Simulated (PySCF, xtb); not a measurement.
(3S)-3-fluoro-2-methylbut-1-ene (C₅H₉F), SMILES C=C(C)[C@H](C)F. Other conformers were not sampled.

Harmonic wavenumbers (cm⁻¹) from GFN2-xTB (xtb) at its own minimum, in rising order: 45, 126, 185, 226, 273, 345, 417, 514, 552, 714, 812, 906, 921, 957, 1013, 1034, 1057, 1091, 1112, 1228, 1281, 1322, 1393, 1397, 1417, 1473, 1478, 1483, 1487, 1730, 2890, 3003, 3018, 3042, 3047, 3056, 3057, 3111, 3140.

What does PBE-D3(BJ)/def2-SVP (PySCF) give at its own minimum? (An estimate is asked for; the answer gives what the named calculation found.)

66, 169, 223, 256, 302, 366, 416, 498, 561, 706, 775, 885, 892, 924, 964, 998, 1040, 1089, 1108, 1226, 1290, 1321, 1335, 1344, 1363, 1398, 1406, 1413, 1420, 1683, 2917, 2957, 2983, 3024, 3076, 3082, 3084, 3084, 3190. Paired by order, the mean absolute difference is 32 cm⁻¹ and the zero-point energies are 79.1 and 78.4 kcal/mol.
